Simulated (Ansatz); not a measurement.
CH5ClSi2 (`Cl[SiH]1C[SiH2]1`) at its PBE0-D4/def2-TZVP geometry, where that method's forces vanish. The species carries charge 0 and has multiplicity 1.

| atom | x (Å) | y (Å) | z (Å) |
| --- | --- | --- | --- |
| Cl1 | -2.352 | -0.843 | -1.374 |
| Si2 | -1.077 | -0.487 | 0.192 |
| C3 | 0.063 | 0.994 | 0.013 |
| Si4 | 1.152 | -0.577 | -0.031 |
| H5 | -1.801 | -0.634 | 1.474 |
| H6 | 0.157 | 1.664 | 0.866 |
| H7 | 0.012 | 1.550 | -0.922 |
| H8 | 1.785 | -0.870 | -1.338 |
| H9 | 2.060 | -0.797 | 1.120 |

(1) For each bond, give half the difference of the two atoms' forces along it (eV/Å; positive pushes the atoms apart) under PBE-D4, r2SCAN-D4, B3LYP-D4, ωB97M-V in def2-TZVPP. (Estimate.)

Answers

(1) Ansatz gave: 
```
   bond  length (Å)  PBE-D4  r2SCAN-D4  B3LYP-D4  ωB97M-V
Cl1–Si2       2.051    0.15       0.05      0.21     0.12
 Si2–C3       1.877    0.07       0.03      0.10    -0.01
Si2–Si4       2.242    0.08       0.05      0.12     0.03
 Si2–H5       1.479    0.04      -0.03     -0.16    -0.16
 C3–Si4       1.912    0.10       0.06      0.18     0.05
  C3–H6       1.089    0.08      -0.02     -0.08    -0.05
  C3–H7       1.089    0.09      -0.02     -0.08    -0.04
 Si4–H8       1.481    0.05      -0.03     -0.11    -0.11
 Si4–H9       1.482    0.04      -0.03     -0.11    -0.11
```

B3LYP here is the variant with VWN-RPA as its local correlation; programs differ in this.
